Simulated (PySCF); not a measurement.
Two-component Hartree-Fock for V (vanadium, neutral)

Start: [Ar] 3d5; 3d5/2 filled at m_j = -3/2, -1/2, +1/2, +3/2, +5/2. Calculated with PySCF 2.14 in x2c-TZVPall-2c: generalised Hartree-Fock with the X2C-1e Hamiltonian and a Gaussian nucleus; one run each with spin-orbit coupling (SO) switched off, then screened by Boettger's factors. This is a chosen level, not necessarily the ground level.

```tsv
spinor shell	electrons	ε, spin-free (eV)	ε, screened SO (eV)	weight of nominal j (screened SO)	rms radius, screened SO (bohr)
1s1/2	2	-5512.8	-5512.7	1.000	0.0768
2s1/2	2	-648.73	-648.73	1.000	0.332
2p1/2	2	-537.45	-542.45	0.989	0.301
2p3/2	4	-537.45	-534.98	0.994	0.303
3s1/2	2	-79.393	-79.392	1.000	1.03
3p1/2	2	-47.418	-47.721	0.664	1.13
3p3/2	4	-47.418	-47.272	0.832	1.14
3d5/2	5	-5.201	-5.201	0.596	2.12
```

```
   quantity   spin-free  screened SO
E (hartree)  -947.99100   -947.99972
        M_J         5/2          5/2
       ⟨J²⟩       8.750        8.751
       ⟨L²⟩       0.000        0.001
       ⟨S²⟩       8.750        8.750
```

Each row is a mean over spinors that exchange with the open shell spreads, by up to 9.176 eV (3p3/2).

Rows whose weight is well below 1 are mixtures of j = l ± 1/2: exchange outweighs spin-orbit coupling there, and the label is only the starting occupation.

Without spin-orbit coupling the j labels of p, d and f shells carry no meaning; the spin-free column gives the mean over the occupied spinors of each nl shell.
